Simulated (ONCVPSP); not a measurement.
**C: one change to an ONCV potential, before and after**

C, optimised norm-conserving Vanderbilt (ONCV), made with ONCVPSP 4.0.1 (PBE, scalar-relativistic). Core [He], reference 2s2 2p2. Waves: 2s: rc 1.25 bohr, ncon 3, nbas 8, qcut 5.6 1/bohr, 1 projector; 2p: rc 2.60 bohr, ncon 5, nbas 8, qcut 5.5 1/bohr, 2 projectors, debl 3.1 Ha; d scattering state at 0.39 Ha: rc 2.10 bohr, ncon 4, nbas 7, qcut 4.2 1/bohr, 2 projectors, debl 3.2 Ha. Local part: polynomial inside 0.90 bohr (lpopt 5, dvloc0 0 Ha). Core correction: Teter function, fcfact 1.75, rcfact 1.2.

All-electron outer shells of the reference configuration (PBE, scalar-relativistic, ld1.x):

```json
{"shell": "1s", "level (eV)": "-273.38", "outermost node (bohr)": "–", "outermost maximum (bohr)": "0.17"}
{"shell": "2s", "level (eV)": "-13.75", "outermost node (bohr)": "0.38", "outermost maximum (bohr)": "1.22"}
{"shell": "2p", "level (eV)": "-5.29", "outermost node (bohr)": "–", "outermost maximum (bohr)": "1.20"}
```

Change: s: rc 1.3.

Cutoffs: the cutoffs (Ha) at which the residual kinetic energy of the hardest occupied pseudo-wave falls to 1 and 0.1 mHa per electron; they do not see the model core or the augmentation charge, which bear on the density cutoff. Errors are all-electron minus pseudo energies relative to the spin-unpolarised reference configuration.

Q: What does the change do?

A: The potential gets softer (14 Ha and 72 Ha → 13 Ha and 45 Ha); both files keep a bound ghost (d); the errors of the 4 common tests hardly move. A larger radius leaves more room for a smooth pseudo-wave, so fewer plane waves are needed.

```tsv
quantity	base	changed
cutoff, loose	14 Ha	13 Ha
cutoff, tight	72 Ha	45 Ha
loose cutoff by channel	s 14 Ha, p 11 Ha	s 13 Ha, p 11 Ha
bound ghosts	d	d
GHOST(+) flags under 300 eV	none	none
error for 2s2 2p1, meV [ΔE 10.86 eV]	+72	+72
error for 2s2 2p0, meV [ΔE 35.02 eV]	+601	+607
error for 2s1 2p0, meV [ΔE 83.21 eV]	+1192	+1195
error for 2s1 2p2, meV [ΔE 19.62 eV]	-55	-57
p: phases at 2.64 bohr within 0.05 rad from the reference energy up to (Ha; the scan ends near 5)	3.7	3.7
d: phases at 2.13 bohr within 0.05 rad from the reference energy up to (Ha; the scan ends near 5)	4.1	4.1
rms error of d²Exc/dni dnj with the model core, mHa	1.64	1.65
```

 A true bound ghost makes a file unfit for plane-wave use even where its test errors are small: the radial tests pick states by their node count and pass the ghost by.
